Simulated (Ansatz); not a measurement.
`CO[SiH](Cl)I` + CH₃OH → `CO[SiH](I)OC` + HCl  (ligand exchange at the Si–Cl bond)

Isolated molecules relaxed with PBE0-D4/def2-TZVP in Ansatz; ΔE leaves out vibrations. CCSD(T)/CBS is the MP2 limit (def2-TZVPP, def2-QZVPP) plus CCSD(T) − MP2 in def2-TZVPP, frozen cores. This one scheme is used for every species. Functionals use def2-TZVPP. B3LYP here is the variant with VWN-RPA as its local correlation; programs differ in this. Elements past krypton have def2 core potentials. For I outer-core shells are correlated without core-valence functions, which leaves a few kJ/mol of doubt a bond. One conformer a species, not always the lowest.

`CO[SiH](Cl)I`:

```xyz
9

C     0.164    0.727   -1.245
O     0.576    0.472    0.086
Si   -0.182   -0.530    1.109
Cl   -0.338   -2.401    0.291
I     1.136   -0.595    3.131
H     0.211   -0.183   -1.850
H    -0.855    1.125   -1.276
H     0.844    1.469   -1.665
H    -1.555   -0.085    1.419
```

CH₃OH:

Z-matrix (Å, degrees):
```
C
O 1 1.409
H 1 1.097 2 112.4
H 1 1.090 2 107.0 3 -118.5
H 1 1.097 2 112.4 3 123.0
H 2 0.959 1 108.5 3 -61.6
```

`CO[SiH](I)OC`:

```xyz
13

C     1.929   -1.143    0.623
O     0.978   -0.448   -0.152
Si    0.193    0.918    0.240
I    -0.808    0.619    2.466
O    -0.951    1.208   -0.863
C    -2.025    0.350   -1.195
H     2.824   -0.535    0.791
H     1.510   -1.432    1.592
H     2.214   -2.043    0.077
H     1.070    2.102    0.288
H    -1.658   -0.599   -1.593
H    -2.626    0.849   -1.956
H    -2.651    0.154   -0.319
```

HCl:

Cartesian coordinates in Å:
```
Cl 0.023 0.182 -0.612
H -0.023 -0.182 0.612
```

```csv
level,ΔE (kJ/mol),difference from CCSD(T)/CBS
PBE-D4,-12.5,7.3
r2SCAN-D4,-18.5,1.3
PBE0-D4,-13.7,6.1
B3LYP-D4,-22.3,-2.5
ωB97X-V,-19.2,0.6
ωB97M-V,-19.2,0.6
B2PLYP,-19.8,0.0
PBE,-9.2,10.6
r2SCAN,-17.2,2.6
PBE0,-10.6,9.2
B3LYP,-17.3,2.5
HF/def2-TZVPP,-22.2,-2.4
MP2/def2-TZVPP,-21.0,-1.2
SCS-MP2/def2-TZVPP,-22.3,-2.5
CCSD/def2-TZVPP,-24.0,-4.2
CCSD(T)/def2-TZVPP,-23.8,-4.0
HF/def2-QZVPP,-23.0,-3.2
MP2/def2-QZVPP,-19.0,0.8
SCS-MP2/def2-QZVPP,-20.3,-0.5
HF/CBS(def2),-23.2,-3.4
MP2/CBS(def2),-17.0,2.8
CCSD/CBS(def2),-20.0,-0.2
CCSD(T)/CBS,-19.8,0
```

Largest T1 diagnostic among the species: 0.010.

The D4 term adds −5.0 kJ/mol with B3LYP and −3.1 kJ/mol with PBE0; it sums over pairs of atoms, weighted by their polarisabilities, and B3LYP, whose exchange is more repulsive, gets the larger term.
